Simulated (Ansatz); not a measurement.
Molecule: C3H4Cl (charge -1, singlet). It need not be the lowest isomer of its formula. Whether it binds its extra electron was not tested at this geometry. 
Geometry from a B3LYP-D3(BJ)/def2-TZVP (Ansatz, a first-principles code) optimisation:
SMILES: Cl/C=C/[CH2-]
```xyz
8

C     -2.4238     0.0053     0.1604
C     -1.0780     0.3031     0.1969
C      0.0269    -0.5397     0.3331
Cl     1.6268     0.1085    -0.2849
H     -3.1649     0.7884     0.2668
H     -2.7835    -1.0191     0.1824
H     -0.8279     1.3657     0.1777
H     -0.0304    -1.5909     0.0745
```
Charge -1, spin multiplicity 1.

Basis-set convergence of Hartree-Fock and CCSD(T) correlation energies (hartree) with Ansatz. Correlated levels leave the core frozen unless marked. Spin-orbit coupling is left out. Non-relativistic.

```tsv
basis	functions	E(HF)	E(corr, CCSD(T))	rough core time
aug-cc-pV(D+d)Z	137	-575.38102	-0.65805	23 s
aug-cc-pV(T+d)Z	285	?	?	6 min
```

**Question.** What belongs in the gaps?

**Answer.** 
- aug-cc-pV(T+d)Z, E(HF): -575.42132
- aug-cc-pV(T+d)Z, E(corr, CCSD(T)): -0.78933
